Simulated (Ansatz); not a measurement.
`OB[SiH2][ZnH]` + H₂ → `OB[SiH3]` + `[ZnH2]` at 600 K and 1 bar (hydrogenolysis of the Si–Zn bond).

Calculated with Ansatz (gas phase, PBE0-D4/def2-TZVP geometries, no zero-point term in ΔE). CCSD(T)/CBS adds triple-zeta CCSD(T) − MP2 to the extrapolated MP2 energy (def2 sets, frozen cores). This one scheme is used for every species. For Zn outer-core shells are correlated without core-valence functions, which leaves a few kJ/mol of doubt a bond. Scalar relativity is left out up to krypton. Each species was taken in one conformer, which may not be the lowest.

```csv
species,CCSD(T)/CBS energy (Eh),H − E (kJ/mol),S (J/(mol·K))
`OB[SiH2][ZnH]`,-2170.45106,193.2,442.2
H₂,-1.17544,43.9,150.8
`OB[SiH3]`,-392.07510,182.6,365.1
`[ZnH2]`,-1779.54550,52.6,230.0
```

H − E and S are ideal-gas, rigid-rotor, harmonic terms from PBE0-D4/def2-TZVP, for one conformer and one mirror image of each species. For small species the MP2-based limit differs from directly extrapolated CCSD(T) by up to some mEh (0.8 for H₂); such offsets cancel only in part. 1 Eh = 2625.50 kJ/mol, R = 8.31446 J/(mol·K).

Task: By hand: ΔE, ΔH, ΔS and ΔG.

Result: ΔE = (-392.07510) + (-1779.54550) − (-2170.45106) − (-1.17544) = 0.00590 Eh = 15.5 kJ/mol. Δ(H − E) = 182.6 + 52.6 − 193.2 − 43.9 = -1.9, so ΔH = 13.6 kJ/mol. ΔS = 365.1 + 230.0 − 442.2 − 150.8 = 2.1 J/(mol·K). ΔG = 13.6 − 600 × (2.1)/1000 = 12.3 kJ/mol.

Task: By hand: the equilibrium constant, and the temperature at which ΔG would vanish if ΔH and ΔS stayed fixed.

Result: log₁₀ K = −ΔG/(RT ln 10) = -1.1. ΔG = 0 at ΔH/ΔS = 6476 K, far beyond where these terms or the molecules hold.

The number of gas molecules stays the same, so ΔS is small and ΔH decides. A doubt of 5 kJ/mol in ΔE shifts log₁₀ K by 0.4 here. Other conformers and mirror images would add mixing entropy, several J/(mol·K) or more a flexible species. Modes under 60 cm⁻¹, often nearly free rotors, make the harmonic entropy too high. These are equilibria of isolated gas molecules and say nothing of rates. Largest T1 diagnostic: 0.016 (customary marks: 0.02 for closed shells, 0.045 for open ones).
